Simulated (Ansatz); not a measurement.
Ansatz (a program for electronic structure) input:

Ansatz 0.2 input:
```yaml
crystal:
  periodic: [false, false, false]
  atoms:
    - {symbol: Si, position_ang: [-0.20563702, 0.01286944, 0.27669278]}
    - {symbol: O, position_ang: [0.96846438, -0.14453459, -1.13040007]}
    - {symbol: O, position_ang: [-1.47198887, 0.04102191, -0.68527871]}
    - {symbol: O, position_ang: [0.11877593, -1.23637013, 1.19530556]}
    - {symbol: O, position_ang: [0.28497986, 1.38584867, 0.90007190]}
    - {symbol: H, position_ang: [1.84467100, 0.25437994, -1.02954711]}
    - {symbol: H, position_ang: [-2.37007612, 0.28356882, -0.47239972]}
    - {symbol: H, position_ang: [-0.14743233, -2.14759953, 1.08270766]}
    - {symbol: H, position_ang: [0.48202178, 1.57046351, 1.81653736]}
    - {symbol: H, position_ang: [0.59284143, 0.03997792, -2.00452469]}
basis:
  gaussian:
    orbitals: def2-TZVP
hamiltonian:
  xc: b3lyp
  dispersion: d3bj
total_charge: 1
relax: {f_tol: 0.002, max_steps: 150}
```

Predict the final energy.

-593.50385 Eh (B3LYP-D3(BJ)/def2-TZVP). The basis has 191 functions.

It need not be the lowest isomer of its formula.
